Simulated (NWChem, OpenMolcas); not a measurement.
## C3H10Si (trimethylsilane): the HOMO–LUMO gap, rung by rung

The species is C3H10Si (14 atoms), meant as a singlet with charge 0. SMILES: `C[SiH](C)C`. Geometry: relaxed at PBE0-D4/def2-TZVP.

Each level gives the HOMO–LUMO gap (eV). The values are calculated.

```csv
level,kind,program,value (eV),CPU time
HF/cc-pVDZ,Hartree–Fock,OpenMolcas,16.28,20 s
SVWN5/cc-pVDZ,LDA,OpenMolcas,7.95,80 s
BLYP/cc-pVDZ,GGA,OpenMolcas,7.89,1.8 min
revPBE/cc-pVDZ,GGA,OpenMolcas,8.10,1.8 min
TPSS/cc-pVDZ,meta-GGA,NWChem,8.45,44 s
M06-2X/cc-pVDZ,hybrid meta-GGA,NWChem,12.11,84 s
PBE0/cc-pVDZ,global hybrid,NWChem,10.22,37 s
B2PLYP/cc-pVDZ,double hybrid,OpenMolcas,12.36,61 s
```

The values span 7.89 to 16.28 eV. Orbital gaps aren't excitation energies, and those of double hybrids come from the SCF part alone; they tend to grow with the share of exact exchange. CPU times are rough (shared hosts, several kinds of processor): they show what a rung costs within a factor of a few.
